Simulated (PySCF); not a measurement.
# C6H9O2: g tensor and hyperfine couplings

C6H9O2 (doublet state).
Numbering: `[CH2:1][C:2](=[C:3]=[O:4])[O:5][CH:6]([CH3:7])[CH3:8]` (hydrogens: H9, H10 on C1; H11 on C6; H12, H13, H14 on C7; H15, H16, H17 on C8)

Structure used (GFN2-xTB), in Å, numbered top down from 1:
```xyz
17
C6H9O2 angstrom
C      2.6598    0.1084   -0.9988
C      1.5694   -0.0473   -0.1638
C      1.7331   -0.6726    1.0318
O      1.9347   -1.4804    1.8634
O      0.4006    0.5939   -0.4731
C     -0.7301    0.2558    0.3214
C     -1.7701    1.3405    0.0733
C     -1.2680   -1.1282   -0.0393
H      3.6002   -0.3495   -0.7692
H      2.5577    0.7102   -1.8784
H     -0.4294    0.2643    1.3843
H     -2.0490    1.3441   -0.9769
H     -1.3597    2.3144    0.3253
H     -2.6529    1.1570    0.6783
H     -0.5119   -1.8921    0.1287
H     -2.1366   -1.3588    0.5709
H     -1.5548   -1.1478   -1.0881
```

The hyperfine couplings belong to this conformer and change with its torsions.

Theory: UKS B3LYP, pcH-1 on C H O, non-relativistic, mean-field spin-orbit, GIAO (PySCF). Geometry: GFN2-xTB, one conformer, isolated molecule. Couplings are sensitive to structure, and on GFN2-xTB geometries they can be far from those on DFT ones. The frame is twisted about the C2–C3 bond at this geometry (dihedral C1–C2–C3–O4 = -67°); couplings at other torsion angles weren't computed. Stability of the SCF solution: not tested.

```json
{
  "g1, g2, g3": "1.99324, 2.00208, 2.00372",
  "g_iso": "1.99968",
  "Form of g": "rhombic: the two nearest values differ by 16 % of g3 − g1",
  "⟨S²⟩": "0.7718 (exact 0.7500)",
  "α and β electrons": "31, 30",
  "Total energy": "-384.43571 Eh"
}
```

Hyperfine couplings atom by atom, in MHz; T1 to T3 are the principal values of the dipolar part:

```
atom  isotope  a_iso     T1     T2    T3  Mulliken spin population
  C1      13C   53.5  -50.4  -49.2  99.6                      0.66
  C2      13C  -22.9  -23.2    7.1  16.0                     -0.15
  C3      13C   73.2  -39.2  -37.8  77.0                      0.40
  O4      17O  -20.8  -73.2   33.7  39.4                      0.15
  O5      17O    0.6   -4.6   -3.1   7.7                     -0.01
  C6      13C    0.3   -1.0   -0.1   1.0                      0.00
  C7      13C    0.1   -0.2   -0.1   0.3                      0.00
  C8      13C    0.1   -0.7   -0.1   0.8                      0.00
  H9       1H  -37.9  -21.5   -1.2  22.7                     -0.03
 H10       1H  -38.0  -25.0    0.2  24.8                     -0.03
 H11       1H   -2.6   -3.5   -2.5   6.0                      0.00
 H12       1H    0.6   -0.5   -0.4   1.0                      0.00
 H13       1H    0.1   -0.7   -0.5   1.2                      0.00
 H14       1H    0.1   -0.5   -0.5   1.0                      0.00
 H15       1H    0.5   -2.0   -1.6   3.6                      0.00
 H16       1H    0.4   -0.8   -0.7   1.4                      0.00
 H17       1H    1.1   -0.9   -0.6   1.5                      0.00
```

The largest Mulliken spin populations are on C1 (+0.66), C3 (+0.40), O4 (+0.15) and C2 (-0.15). The angles at C1 add up to 360.0°, so it is planar; its axial dipolar tensor and the negative couplings of its protons fit spin in a p orbital normal to that plane.

Axes: g1 points within 5° of the C3–O4 bond.

Under fast tumbling the dipolar parts average out, and these isotropic splittings remain: 1 × 1H (H10, I = 1/2, 2 lines) with 1.36 mT, 1 × 1H (H9, I = 1/2, 2 lines) with 1.35 mT and 1 × 1H (H11, I = 1/2, 2 lines) with 0.09 mT.

H9 and H10 aren't averaged: C1 is flat or nearly so (angle sum 360°), and its turn about the short C1–C2 bond (1.38 Å) is taken as slow.

The 17O coupling of O4 (-20.8 MHz) shows only in satellite lines or after enrichment, since that isotope makes up about 0.038 % of natural oxygen.

The 13C coupling of C3 (73.2 MHz) shows only in satellite lines or after enrichment, since that isotope makes up about 1.07 % of natural carbon.
